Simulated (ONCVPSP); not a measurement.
u(r) = r·R(r): atom against pseudo-atom (Er)

Columns: radius, all-electron u(r) and pseudo u(r) of the 5s shell (level -56.02 eV) of erbium in the configuration [Kr] 4d10 4f11 5s2 5p6 5d1 6s2; PBE, scalar-relativistic, ONCV scheme, ONCVPSP 4.0.1.

```tsv
r (bohr)	all-electron	pseudo
0.140	0.3216	0.0284
0.280	-0.1639	0.1023
0.420	-0.5637	0.2449
0.560	-0.1702	0.4469
0.700	0.3963	0.6701
0.840	0.8094	0.8654
0.980	1.0169	0.9923
1.120	1.0646	1.0333
1.260	1.0116	0.9950
1.400	0.9058	0.9010
1.540	0.7796	0.7790
1.680	0.6527	0.6526
1.820	0.5356	0.5355
1.960	0.4329	0.4329
2.100	0.3460	0.3459
2.240	0.2741	0.2740
2.380	0.2156	0.2156
2.520	0.1687	0.1686
2.660	0.1314	0.1314
2.800	0.1020	0.1020
2.940	0.0789	0.0789
3.080	0.0610	0.0609
3.220	0.0470	0.0470
3.360	0.0361	0.0361
3.500	0.0277	0.0277
3.640	0.0213	0.0213
```

(1) How many radial nodes do the two functions have?

(2) At about which radius was the pseudo-wave matched?

(3) Is the pseudo-wave norm-conserving?

Answers

(1) The all-electron 5s function has n − l − 1 = 4 (the table is too coarse to show those close to the nucleus); the pseudo-wave has 0, since the states of the same l below it are removed with the core.

(2) 1.70 bohr, where the columns begin to agree (steps of 0.14 bohr).

(3) Yes: the ONCV scheme keeps the norm inside the radius equal to the all-electron one, which fixes the energy derivative of the logarithmic derivative at the level.
